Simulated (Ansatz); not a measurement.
Geometry optimisation, UHF/STO-3G (Ansatz 0.2.0).

The input (input.yaml):

```yaml
crystal:
  periodic: [false, false, false]
  atoms:
    - { symbol: B, position_ang: [0.1879, 1.5176, 1.679] }
    - { symbol: O, position_ang: [0.0442, 0.191, 1.1329] }
    - { symbol: C, position_ang: [-0.915, 0.1864, 0.0618] }
    - { symbol: S, position_ang: [-0.9246, -1.4927, -0.6062] }
    - { symbol: C, position_ang: [0.6733, -1.5161, -1.3493] }
    - { symbol: H, position_ang: [0.9364, 2.332, 1.2272] }
    - { symbol: H, position_ang: [-0.5389, 1.903, 2.5568] }
    - { symbol: H, position_ang: [-1.8615, 0.4761, 0.4319] }
    - { symbol: H, position_ang: [-0.5796, 0.8949, -0.7041] }
    - { symbol: H, position_ang: [0.8446, -2.4816, -1.8106] }
    - { symbol: H, position_ang: [1.4273, -1.376, -0.5187] }
    - { symbol: H, position_ang: [0.7829, -0.6899, -2.0667] }
magnetization:
  spin_polarized: true
basis:
  gaussian: { orbitals: STO-3G }
hamiltonian:
  xc: hf
relax:
  f_tol: 0.02
  max_steps: 40
```

Launched with:

```bash
$ ansatz run input.yaml --threads 1 --pin off --max-ram 2048MiB --backend cpu --events-out ev --progress --plain --runs-dir out
```

Task: Where does it end, and by what steps?

Result: The forces met the threshold. The force dipped under the threshold on the way, but the program's further checks kept it going. Limits of this set-up: minimal basis. After 20 steps the energy has fallen by 1.300 eV; H7 moved furthest, 1.38 Å.

```csv
step,energy less start (eV),largest force component (eV/Å),accepted
0,0.0000,2.790,yes
1,-0.1319,1.996,yes
2,-0.3350,1.225,yes
3,-0.3820,0.516,yes
4,-0.4178,0.376,yes
5,-0.4706,0.774,yes
6,-0.6081,1.594,yes
7,-0.8695,1.992,yes
8,-1.0334,1.753,yes
9,-1.2322,0.595,yes
10,-1.2747,0.242,yes
11,-1.2901,0.133,yes
12,-1.2945,0.223,yes
13,-1.2969,0.190,yes
14,-1.2966,0.146,no
15,-1.2962,0.202,no
16,-1.2991,0.054,yes
17,-1.2995,0.020,yes
18,-1.2997,0.023,yes
19,-1.2999,0.019,yes
20,-1.3000,0.009,yes
```

```xyz
12
Properties=species:S:1:pos:R:3
B 0.301 1.293 1.498
O -0.638 0.391 1.237
C -1.201 0.263 -0.077
S -0.995 -1.398 -0.746
C 0.778 -1.349 -1.045
H 0.702 2.017 0.679
H 0.713 1.331 2.585
H -2.278 0.449 0.000
H -0.777 1.016 -0.749
H 1.073 -2.291 -1.497
H 1.345 -1.229 -0.126
H 1.054 -0.548 -1.725
```

Whether the end is a true minimum wasn't checked by a vibrational analysis.

The run took 28 s on 1 thread of Arm Neoverse V1, with other jobs on the host, peak memory 0.13 GiB.
